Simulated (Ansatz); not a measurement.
Cost and result for the atomization energy of C2H6ClNOSi, SMILES `N=C(O)C[SiH2]Cl` (12 atoms, 11 bonds).

```xyz
12

N    -1.8462   -0.8835    0.8901
C    -1.1538   -0.0568    0.2333
O    -1.3875    1.2634    0.3752
C    -0.0207   -0.3040   -0.7049
Si    1.6061    0.3470   -0.0195
Cl    3.1191   -0.3657   -1.2197
H    -1.5723   -1.8403    0.6966
H    -2.1174    1.3414    1.0051
H     0.0830   -1.3707   -0.9078
H    -0.2035    0.2113   -1.6526
H     1.6638    1.8238   -0.0477
H     1.8295   -0.1660    1.3520
```

Total charge 0; spin multiplicity 1. All single points use the PBE0-D4/def2-TZVP geometry. It is one conformer, not always the lowest. Program: Ansatz. All runs use 2 threads of an AMD EPYC 7R13 on a shared host and a share of an NVIDIA H100 80 GB. Times are those of one run each, without the atoms' runs, and a repeat can differ threefold. Electronic energies, without spin–orbit coupling; frozen cores. CCSD(T)/CBS adds CCSD(T) − MP2 in def2-TZVPP to the MP2 limit, and its time is that of the two runs behind it. T1 = 0.012. B3LYP takes the VWN-RPA correlation (the form of Gaussian; ORCA's B3LYP/G).

CCSD(T)/CBS is a level of theory with its own doubt, some kJ/mol a heavy atom from the limit and from the frozen cores, so smaller differences don't rank the functionals.

```csv
level,functions,wall time
PBE0-D4/def2-TZVPP,292,1.6 s
r2SCAN-D4/def2-TZVPP (with forces),292,1.9 s
PBE-D4/def2-TZVPP (with forces),292,2 s
B3LYP-D4/def2-TZVPP (with forces),292,2.2 s
B2PLYP/def2-TZVPP,292,2.6 s
ωB97X-V/def2-TZVPP,292,2.7 s
ωB97M-V/def2-TZVPP (with forces),292,2.8 s
CCSD(T)/def2-TZVPP,292,4.6 s
MP2/def2-QZVPP,548,4.8 s
CCSD(T)/CBS(def2),–,9.3 s
```

(1) What atomization energy does each give, and how far from CCSD(T)/CBS? (An estimate is asked.)

## Answers

(1) The calculation gave: 
```tsv
level	atomization (kcal/mol)	difference from CCSD(T)/CBS	per bond
PBE0-D4/def2-TZVPP	1087.0	3.9	0.4
r2SCAN-D4/def2-TZVPP (with forces)	1086.3	3.2	0.3
PBE-D4/def2-TZVPP (with forces)	1111.3	28.2	2.6
B3LYP-D4/def2-TZVPP (with forces)	1082.2	-0.9	-0.1
B2PLYP/def2-TZVPP	1070.3	-12.8	-1.2
ωB97X-V/def2-TZVPP	1088.8	5.7	0.5
ωB97M-V/def2-TZVPP (with forces)	1089.1	6.0	0.5
CCSD(T)/def2-TZVPP	1050.8	-32.3	-2.9
MP2/def2-QZVPP	1093.1	10.0	0.9
CCSD(T)/CBS(def2)	1083.1	0.0	0.0
```

From PBE to PBE0 (25 % exact exchange), in def2-TZVPP and without D4, the atomization energy moves by −23.3 kcal/mol: exact exchange takes away binding that semilocal exchange gives to molecules. The D4 term adds +10.8 kcal/mol with B3LYP and +5.7 kcal/mol with PBE0; it sums over pairs of atoms, weighted by their polarisabilities, and B3LYP, whose exchange is more repulsive, gets the larger term. In def2-TZVPP, CCSD(T) changes the Hartree–Fock value by +287.3 kcal/mol (the triples alone add +19.2 kcal/mol) and MP2 by +310.5 kcal/mol; breaking electron pairs costs correlation energy, which Hartree–Fock lacks.
